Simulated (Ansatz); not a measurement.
`CB(O)[SiH2][SiH3]`, charge 0, multiplicity 1.

Problem. Give a relaxed structure at PBE0-D4/def2-TZVP (the Gaussian-basis code of Ansatz). (Estimate.)

Solution. Computed: 
```xyz
14

C    -1.307    1.673    0.208
B    -1.107    0.322   -0.554
O    -1.620    0.219   -1.808
Si   -0.067   -1.229    0.271
Si    2.206   -0.690    0.417
H    -0.337    2.115    0.465
H    -1.813    1.507    1.165
H    -1.879    2.402   -0.370
H    -1.473   -0.634   -2.225
H    -0.197   -2.472   -0.552
H    -0.549   -1.547    1.647
H     2.384    0.536    1.244
H     2.758   -0.414   -0.938
H     3.000   -1.789    1.030
```
This is one stationary point; other conformers may exist.
